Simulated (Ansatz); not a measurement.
Cost and result for the atomization energy of C4H11Al (`C[CH2][Al]([CH3])[CH3]`) (16 atoms, 15 bonds).

```xyz
16

C    -2.149   -0.844    0.383
C    -1.339    0.039   -0.565
Al    0.570    0.265   -0.152
C     1.704    1.293   -1.375
C     1.314   -0.546    1.469
H    -3.203   -0.911    0.096
H    -2.119   -0.469    1.410
H    -1.760   -1.866    0.414
H    -1.784    1.043   -0.617
H    -1.418   -0.337   -1.594
H     2.518    1.808   -0.857
H     2.175    0.621   -2.103
H     1.143    2.034   -1.951
H     0.920   -0.045    2.362
H     2.404   -0.489    1.519
H     1.026   -1.598    1.562
```

Total charge 0; spin multiplicity 1. The geometry is a stationary point of PBE0-D4/def2-TZVP. It is one conformer, not always the lowest. Program: Ansatz. All runs use 4 threads of an Arm Neoverse V1 on a shared host. Times are those of one run each, without the atoms' runs, and a repeat can differ threefold. Electronic energies, without spin–orbit coupling; frozen cores. CCSD(T)/CBS adds CCSD(T) − MP2 in def2-TZVPP to the MP2 limit, and its time is that of the two runs behind it. T1 = 0.009. B3LYP takes the VWN-RPA correlation (the form of Gaussian; ORCA's B3LYP/G).

CCSD(T)/CBS is a level of theory with its own doubt, some kJ/mol a heavy atom from the limit and from the frozen cores, so smaller differences don't rank the functionals.

| level | functions | atomization (kJ/mol) | difference from CCSD(T)/CBS | per bond |
| --- | --- | --- | --- | --- |
| ωB97M-V/def2-TZVPP (with forces) | 320 | 5952.7 | 15.4 | 1.0 |
| PBE-QIDH/def2-TZVPP | 320 | 5919.4 | -17.9 | -1.2 |
| B2PLYP/def2-TZVPP | 320 | 5879.8 | -57.5 | -3.8 |
| CCSD(T)/CBS(def2) | – | 5937.3 | 0.0 | 0.0 |
| B3LYP-D4/def2-TZVPP (with forces) | 320 | 5940.5 | 3.2 | 0.2 |
| PBE0-D4/def2-TZVPP | 320 | 5952.0 | 14.7 | 1.0 |
| CCSD(T)/def2-TZVPP | 320 | 5814.3 | -123.0 | -8.2 |
| BHLYP-D4/def2-TZVPP | 320 | 5833.7 | -103.6 | -6.9 |
| PBE-D4/def2-TZVPP (with forces) | 320 | 5998.7 | 61.4 | 4.1 |
| CCSD(T)/def2-SVP | 129 | 5689.0 | -248.3 | -16.6 |
| ωB97X-V/def2-TZVPP | 320 | 5943.2 | 5.9 | 0.4 |
| BLYP-D4/def2-TZVPP | 320 | 5892.6 | -44.7 | -3.0 |
| MP2/def2-QZVPP | 628 | 5918.5 | -18.8 | -1.3 |

Question: Order the runs by time, with rough figures. (An estimate is asked.)

Answer: Ansatz gave: BLYP-D4/def2-TZVPP 3.1 s; PBE-D4/def2-TZVPP (with forces) 3.6 s; PBE0-D4/def2-TZVPP 4.3 s; BHLYP-D4/def2-TZVPP 4.4 s; B3LYP-D4/def2-TZVPP (with forces) 7.5 s; B2PLYP/def2-TZVPP 8 s; PBE-QIDH/def2-TZVPP 8 s; CCSD(T)/def2-SVP 10 s; ωB97X-V/def2-TZVPP 11 s; ωB97M-V/def2-TZVPP (with forces) 16 s; MP2/def2-QZVPP 43 s; CCSD(T)/def2-TZVPP 17 min; CCSD(T)/CBS(def2) 18 min.

Leaving LDA and LC-ωPBE aside and taking each functional with its dispersion term where it has one, the values spread over 165.0 kJ/mol, from BHLYP-D4 to PBE-D4. LDA lies +670.3 kJ/mol from PBE without D4, its usual overbinding. From BLYP to BHLYP (50 % exact exchange), in def2-TZVPP and without D4, the atomization energy moves by −33.4 kJ/mol: exact exchange takes away binding that semilocal exchange gives to molecules. In def2-TZVPP, CCSD(T) changes the Hartree–Fock value by +1274.5 kJ/mol (the triples alone add +60.9 kJ/mol) and MP2 by +1306.3 kJ/mol; breaking electron pairs costs correlation energy, which Hartree–Fock lacks.
